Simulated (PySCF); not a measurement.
Where the electron goes

C6H6O2Si.
Bonds: C1–C2 (double), C2–C3 (double), C3–C4, C4–C5 (triple), C5–Si6, C3–C7, C7–O8 (double), C7–O9. Hydrogens: H10, H11 on C1; H12, H13, H14 on Si6; H15 on O9.

Theory: TDDFT wB97X-D/def2-SVPD, vertical, gas phase, core orbitals frozen in the response (PySCF 2.14.0, density-fitted response routines). One conformer (not necessarily the lowest) at the GFN2-xTB geometry, without solvent, vibrations or thermal averaging. Torsions of this conformer, `[CH2:1]=[C:2]=[C:3]([C:4]#[C:5][SiH3:6])[C:7](=[O:8])[OH:9]`: C2–C3–C7–O8 1°, H–O9–C7–C3 180°.

Frontier orbitals with the atoms that hold most of them (Löwdin shares over 4%, at most four atoms; ? is withheld):

| orbital | ε (eV) | atoms |
| --- | --- | --- |
| HOMO-3 | -10.97 | O8 27%, C2 19%, C1 18%, C4 8% |
| HOMO-2 | -10.50 | O8 26%, C1 22%, C2 20%, C3 7% |
| HOMO-1 | -9.74 | ? |
| HOMO | ? | C5 28%, C4 22%, C2 16%, C3 15% |
| LUMO | -0.13 | ? |
| LUMO+1 | 1.13 | C1 24%, C2 22%, C5 10%, C4 10% |
| LUMO+2 | 1.85 | Si6 21%, O9 15%, C7 11%, C4 8% |

**Question.** Which atoms hold the HOMO-1, and with what shares?

**Answer.** C5 (bonded to C and Si) 29%; C4 (bonded to 2 C) 27%; O8 (bonded to C) 19%; O9 (bonded to C and H) 5%. By element: carbon 56% or more, oxygen 25%.

**Question.** Give the leading atoms of the LUMO.

**Answer.** C2 (bonded to 2 C) 28%; C3 (bonded to 3 C) 15%; C7 (bonded to C and 2 O) 10%; C1 (bonded to C and 2 H) 10%.

**Question.** What is the HOMO energy, and the HOMO–LUMO gap?

**Answer.** ε(HOMO) = -9.07 eV; the gap is 8.94 eV (0.3284 hartree).

**Question.** How does S1 compare with the orbital gap of 8.94 eV?

**Answer.** S1 is at 4.88 eV (f = 0.0001), 4.05 eV below the gap, made of HOMO-1→LUMO (86%). Its leading pair isn't HOMO and LUMO; the energies of that pair differ by 9.60 eV. Without the coupling terms of the response equations the lowest excitation would equal the gap.

**Question.** One configuration dominates each of S1, S2, S3 and S4. Which, and how do the shares of the two leading atoms of either orbital change from the occupied to the empty one?

**Answer.** 
- S1 (4.88 eV, f 0.0001), HOMO-1→LUMO (86%): C5 29% → at most 11%, C4 27% → at most 11%, C2 at most 6% → 28%, C3 at most 6% → 15%
- S2 (5.14 eV, f 0.293), HOMO→LUMO (89%): C5 28% → at most 11%, C4 22% → at most 11%, C2 16% → 28%, C3 15% → 15%
- S3 (5.16 eV, f 0.0001), HOMO-2→LUMO (80%): O8 26% → at most 11%, C1 22% → 10%, C2 20% → 28%, C3 7% → 15%
- S4 (5.32 eV, f 0.0001), HOMO→LUMO+1 (80%): C5 28% → 10%, C4 22% → 10%, C1 at most 15% → 24%, C2 16% → 22%

Hardware: Arm Neoverse N1, one thread, on a shared host. Cost: 2.0 min of wall time, 1.1 GiB resident at most.
